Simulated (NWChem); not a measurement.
System: SnHOBrF₂; SMILES [F][Sn]([F])([OH])[Br]

NWChem input:

```
start job
memory heap 200 mb stack 900 mb global 1100 mb
geometry units angstroms noautoz
  O      1.816454     1.327349     0.000000
  Sn     0.002434     0.608479     0.000000
  F     -0.965245     1.297468     1.508103
  F     -0.965245     1.297468    -1.508103
  Br     0.015484    -1.825521     0.000000
  H      1.813200     2.294541     0.000000
end
basis spherical
  O library def2-svp
  Sn library def2-svp
  F library def2-svp
  Br library def2-svp
  H library def2-svp
end
ecp
  Sn library def2-ecp
end
dft
  xc becke88 perdew86
  iterations 150
  mulliken
end
task dft energy
```

The geometry was optimised at PBE0/def2-SVP. No frequency run checked for a minimum. def2 effective core potentials on Sn; no spin-orbit coupling.

Problem. Give the results of this calculation. (BP86/def2-SVP with def2 effective core potentials on Sn.) Quantities: energy (Ha); highest occupied level (eV); orbital gap (eV); dipole (D).

Solution. 
```
Property                       Result
---------------------------  --------
energy (Ha)                  -3063.93
highest occupied level (eV)     -7.99
orbital gap (eV)                 3.99
dipole (D)                       1.27
```
